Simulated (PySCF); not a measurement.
Compound: C4H3F2N2Si (doublet state).
Structure used (GFN2-xTB), in Å, numbered top down from 1:
```xyz
12
C4H3F2N2Si angstrom
N     -1.2517    2.6791   -0.9840
C     -1.3960    1.6092   -0.6065
Si    -1.6376   -0.1436    0.0222
C      0.0235   -0.9534   -0.1400
C      1.1885   -0.4667    0.6192
F      1.9063   -1.4693    1.2175
F      0.8398    0.3814    1.6267
C      2.0479    0.2297   -0.3550
N      2.6661    0.7324   -1.1717
H     -2.5741   -0.8157   -0.8714
H     -2.0479   -0.0070    1.4183
H      0.2366   -1.7768   -0.8014
```

The hyperfine couplings belong to this conformer and change with its torsions.

Identity: `N#C[SiH2][CH]C(F)(F)C#N` [radical].

Method: UKS B3LYP, pcH-1 on C F H N Si, non-relativistic, mean-field spin-orbit, GIAO in PySCF. Geometry: GFN2-xTB, one conformer, isolated molecule. Couplings are sensitive to structure, and on GFN2-xTB geometries they can be far from those on DFT ones. No stability test was run, so a lower SCF solution isn't excluded.

(1) The isotropic 13C couplings are +82.9, +44.2, +41.0, -24.2 MHz. Assign them to C2; C4; C5; C8.

(2) The isotropic 1H couplings, averaged over equivalent nuclei, are -58.8, +24.4 MHz. Assign them to H10/H11; H12.

Answers

(1) 
```json
{"site": "C2", "a_iso (MHz)": "+41.0", "ρ(0) (bohr⁻³)": "+0.0364", "position": "2 bonds from C4", "distance from C4 (Å)": "2.97", "spin population": "+0.02", "largest |T| (MHz)": "4.4"}
{"site": "C4", "a_iso (MHz)": "+82.9", "ρ(0) (bohr⁻³)": "+0.0738", "position": "largest spin population", "distance from C4 (Å)": "0.00", "spin population": "+1.00", "largest |T| (MHz)": "153.4"}
{"site": "C5", "a_iso (MHz)": "-24.2", "ρ(0) (bohr⁻³)": "-0.0216", "position": "1 bond from C4", "distance from C4 (Å)": "1.47", "spin population": "-0.05", "largest |T| (MHz)": "3.1"}
{"site": "C8", "a_iso (MHz)": "+44.2", "ρ(0) (bohr⁻³)": "+0.0393", "position": "2 bonds from C4", "distance from C4 (Å)": "2.35", "spin population": "-0.02", "largest |T| (MHz)": "7.7"}
```

(2) 
```tsv
site	a_iso (MHz)	ρ(0) (bohr⁻³)	position	distance from C4 (Å)	bound to	spin population there	largest |T| (MHz)
H10/H11	+24.4	+0.0055	β, 2 bonds from C4	2.73	Si3	-0.03	5.7
H12	-58.8	-0.0131	α, 1 bond from C4	1.08	C4	+1.00	37.9
```

ρ(0) is the spin density at the nucleus and T the dipolar tensor; a_iso includes a spin–orbit part; entries for several nuclei are means. Largest spin populations (Mulliken): C4 (+1.00) and N9 (+0.07). C4 is the only atom above +0.15. The angles at C4 add up to 360.0°, so it is planar; its axial dipolar tensor and the negative coupling of its proton fit spin in a p orbital normal to that plane.

The spin density at the nucleus, in bohr⁻³, is negative for Si3 (-0.0456), C5 (-0.0216) and H12 (-0.0131), for instance. A restricted open-shell determinant has no negative spin density anywhere; here it arises because α and β orbitals differ (spin polarisation).

Nuclei that the bonding pattern makes equivalent are averaged, as if the motion that swaps them (rotation, inversion, ring flip) were fast. The 19F value of +63.0 MHz is a mean of couplings from 11.7 to 114.4 MHz in this one geometry, not an average over conformers. The 1H value of +24.4 MHz is a mean of couplings from -2.6 to 51.3 MHz in this one geometry, not an average over conformers.
